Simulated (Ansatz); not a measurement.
Program: Ansatz. Geometries: PBE0-D4/def2-TZVP. ΔE: electronic, gas phase. CCSD(T)/CBS is the MP2 limit (def2-TZVPP, def2-QZVPP) plus CCSD(T) − MP2 in def2-TZVPP, frozen cores. This one scheme is used for every species. For Ge outer-core shells are correlated without core-valence functions, which leaves a few kJ/mol of doubt a bond. Scalar relativity is left out up to krypton. Each species was taken in one conformer, which may not be the lowest.

`O[SiH](Cl)[O][GeH3]` + `N[SiH](O)O` → `O[SiH](O)N[SiH](O)Cl` + `[OH][GeH3]`  (ligand exchange at the Si–O bond)

```
               species  CCSD/CBS(def2) energy (Eh)
 `O[SiH](Cl)[O][GeH3]`                 -2978.45951
          `N[SiH](O)O`                  -497.25378
`O[SiH](O)N[SiH](O)Cl`                 -1322.01293
          `[OH][GeH3]`                 -2153.68000
```

(1) Work out ΔE.

Largest T1 diagnostic among the species: 0.011.

## Answers

(1) ΔE = (-1322.01293) + (-2153.68000) − (-2978.45951) − (-497.25378) = 0.02036 Eh = +12.8 kcal/mol. CCSD(T)/CBS gives +12.2 kcal/mol.

In def2-TZVPP, CCSD(T) changes the Hartree–Fock value by −3.7 kcal/mol (the triples alone add −0.6 kcal/mol) and MP2 by −3.7 kcal/mol. The D4 term adds −1.3 kcal/mol with B3LYP and −0.7 kcal/mol with PBE0; it sums over pairs of atoms, weighted by their polarisabilities, and B3LYP, whose exchange is more repulsive, gets the larger term.

B3LYP here is the variant with VWN-RPA as its local correlation; programs differ in this.
